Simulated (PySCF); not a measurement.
These 4 structures share the formula C6H5NO. Computed with PySCF, PBE0-D3(BJ)/def2-SVP geometry optimisation, gas phase. Energies are electronic, without zero-point or thermal terms, for one conformer each. No frequencies were run at this level. Point groups hold within 0.08 Å.

Question: Order them by energy at this level, lowest first, and give relative energies in kcal/mol.
A. `[CH3:1][O:2][CH:3]=[C:4]=[C:5]=[CH:6][C:7]#[N:8]` with C1–O2–C3–C4 0°
B. `[O:1]=[N:2][c:3]1[cH:4][cH:5][cH:6][cH:7][cH:8]1` with O1–N2–C3–C4 180° (nitrosobenzene)
C. `[O:1]=[CH:2][c:3]1[cH:4][cH:5][cH:6][n:7][cH:8]1` with O1–C2–C3–C4 0°
D. `[O:1]=[CH:2][c:3]1[cH:4][cH:5][n:6][cH:7][cH:8]1` with O1–C2–C3–C4 180° (4-pyridinecarboxaldehyde)

Answer: C (0.0), D (1.3), B (43.1), A (77.3).

As drawn, the lowest has an aromatic ring and a C=O bond, which the highest lacks; the highest has a C≡N group, cumulated double bonds and a C=C bond outside aromatic rings, which the lowest lacks. Neighbours under 2.5 kcal/mol apart (O=Cc1cccnc1 and O=Cc1ccncc1) can change places with a better method, another conformer or zero-point energy.

```json
{"SMILES": "O=Cc1cccnc1", "E (Eh)": "-360.94050", "E rel (kcal/mol)": "0.0", "dipole (D)": "1.54", "point group": "Cs", "A, B, C (MHz)": "5436, 1588, 1229"}
{"SMILES": "O=Cc1ccncc1", "E (Eh)": "-360.93848", "E rel (kcal/mol)": "1.3", "dipole (D)": "1.64", "point group": "Cs", "A, B, C (MHz)": "5532, 1566, 1220"}
{"SMILES": "O=Nc1ccccc1", "E (Eh)": "-360.87177", "E rel (kcal/mol)": "43.1", "dipole (D)": "3.61", "point group": "Cs", "A, B, C (MHz)": "5265, 1653, 1258"}
{"SMILES": "COC=C=C=CC#N", "E (Eh)": "-360.81732", "E rel (kcal/mol)": "77.3", "dipole (D)": "4.47", "point group": "Cs", "A, B, C (MHz)": "4796, 915.4, 772.5"}
```

Q: As an exercise, what shares would exp(−E/RT) give at 1000 K from these electronic energies alone (no entropy, no degeneracies)?

A: RT = 1.987 kcal/mol: O=Cc1cccnc1 65.4 %, O=Cc1ccncc1 34.6 %, O=Nc1ccccc1 under 0.1 %, COC=C=C=CC#N under 0.1 %.
